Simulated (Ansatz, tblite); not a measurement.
Removing and adding an electron: MoO2(OH)2 (MoO₄H₂). Charge 0, multiplicity 1. Geometry: PBE0-D4/def2-SVP. Ansatz, gas phase; energy differences of separate SCF runs; the oxidised species was run as a doublet alone; the reduced species was run as a doublet alone.

Cartesian coordinates in Å:
```
Mo -0.0671 0.2140 0.2933
O 0.3272 -0.1572 1.8767
O -0.8144 1.7108 0.2534
O -1.2437 -1.0634 -0.3848
H -1.4525 -1.9134 0.0199
O 1.4965 0.2567 -0.7211
H 1.7539 0.9525 -1.3373
```

In the def2 sets Mo takes a core potential; there is no spin–orbit coupling. The xTB rows come from tblite.

(1) Estimate orbital energies and vertical ionisation energies and electron affinities at: GFN1-xTB; GFN2-xTB; PBE-D4/def2-TZVP; PBE-D4/def2-TZVPD; r2SCAN-D4/def2-TZVP; r2SCAN-D4/def2-TZVPD; PBE0-D4/def2-TZVP; PBE0-D4/def2-TZVPD.

Results:

(1) 
```json
{"level": "GFN1-xTB", "−HOMO (eV)": "13.05", "vertical IE (eV)": "16.81", "−LUMO (eV)": "7.51", "vertical EA (eV)": "4.24", "HOMO–LUMO gap (eV)": "5.54", "IE − EA (eV)": "12.57", "remarks": "–"}
{"level": "GFN2-xTB", "−HOMO (eV)": "12.10", "vertical IE (eV)": "15.90", "−LUMO (eV)": "7.91", "vertical EA (eV)": "4.43", "HOMO–LUMO gap (eV)": "4.19", "IE − EA (eV)": "11.47", "remarks": "–"}
{"level": "PBE-D4/def2-TZVP", "−HOMO (eV)": "7.50", "vertical IE (eV)": "10.98", "−LUMO (eV)": "2.88", "vertical EA (eV)": "–", "HOMO–LUMO gap (eV)": "4.62", "IE − EA (eV)": "–", "remarks": "–"}
{"level": "PBE-D4/def2-TZVPD", "−HOMO (eV)": "7.56", "vertical IE (eV)": "–", "−LUMO (eV)": "2.96", "vertical EA (eV)": "0.11", "HOMO–LUMO gap (eV)": "4.60", "IE − EA (eV)": "–", "remarks": "HOMO above zero (-1 doublet)"}
{"level": "r2SCAN-D4/def2-TZVP", "−HOMO (eV)": "7.89", "vertical IE (eV)": "11.10", "−LUMO (eV)": "2.86", "vertical EA (eV)": "–", "HOMO–LUMO gap (eV)": "5.03", "IE − EA (eV)": "–", "remarks": "–"}
{"level": "r2SCAN-D4/def2-TZVPD", "−HOMO (eV)": "7.91", "vertical IE (eV)": "–", "−LUMO (eV)": "2.89", "vertical EA (eV)": "0.01", "HOMO–LUMO gap (eV)": "5.02", "IE − EA (eV)": "–", "remarks": "HOMO above zero (-1 doublet)"}
{"level": "PBE0-D4/def2-TZVP", "−HOMO (eV)": "9.17", "vertical IE (eV)": "11.23", "−LUMO (eV)": "2.15", "vertical EA (eV)": "–", "HOMO–LUMO gap (eV)": "7.02", "IE − EA (eV)": "–", "remarks": "–"}
{"level": "PBE0-D4/def2-TZVPD", "−HOMO (eV)": "9.19", "vertical IE (eV)": "–", "−LUMO (eV)": "2.20", "vertical EA (eV)": "0.18", "HOMO–LUMO gap (eV)": "7.00", "IE − EA (eV)": "–", "remarks": "HOMO above zero (-1 doublet)"}
```

   A HOMO above zero means that the electron is unbound at that level or that self-interaction error raises the level; the energy of removing that electron tells which. Raw xTB energy differences between charge states are shifted by several eV; the methods need an empirical correction for them.
